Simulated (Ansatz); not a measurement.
An input meant for [CuF2]- (CuF2⁻) (charge -1, singlet; atoms displaced at random, 0.15 Å in each coordinate).

```yaml
crystal:
  periodic: [false, false, false]
  atoms:
    - {symbol: Cu, position_ang: [0.523925, 0.264690, 0.217650]}
    - {symbol: F, position_ang: [0.256937, 0.242368, 2.959814]}
    - {symbol: F, position_ang: [-0.264754, -0.204142, -3.166050]}
basis:
  gaussian: {orbitals: def2-SVPD}
total_charge: -1
hamiltonian: {xc: {name: wB97}, pseudopotentials: {relativity: none}}
scf: {omitted_lower_state_checks: [starts]}
```

```sh
$ ansatz run in.yaml --threads 4 --pin off --events-out ev --progress --plain --max-ram 3916MiB
```

It prints (some lines left out):

```
Functional definition: wB97
770 factors; their error is unknown
239 factors; integrals over basis functions are off by at most 3.2e-4 eV
mean field evaluation 1: about -50062.4934 eV, gradient 4.5e1 eV
mean field evaluation 2: about -50055.6382 eV, gradient 8.4e1 eV
mean field evaluation 4: about -50066.5459 eV, gradient 5.1e0 eV
mean field evaluation 8: about -50066.7366 eV, gradient 2.1e-1 eV
mean field evaluation 16: about -50066.7072 eV, gradient 2.2e-3 eV
mean field -50066.70724896 eV, -1839.9175549663 hartree, gradient 3.9e-5 eV, S^2 0.000000; 0 other end points of the search recorded, 0 dependent functions left out
reference -50066.70723656 eV, -1839.9175545105 hartree; 24, 24 occupied and 56, 56 virtual orbitals, 770 factors
Total energy: -50066.70723656 eV, -1839.9175545105 hartree
Checks for a lower state left out: starts
```

(1) What is wrong with this run?

Results:

(1) The coordinates are in bohr but typed as ångström. The run converged. The result belongs to that input, not to the species as meant. The restricted singlet is unstable towards broken spin symmetry in Hartree–Fock (as tested in another run); at RKS ωB97/def2-SVPD this wasn't settled.
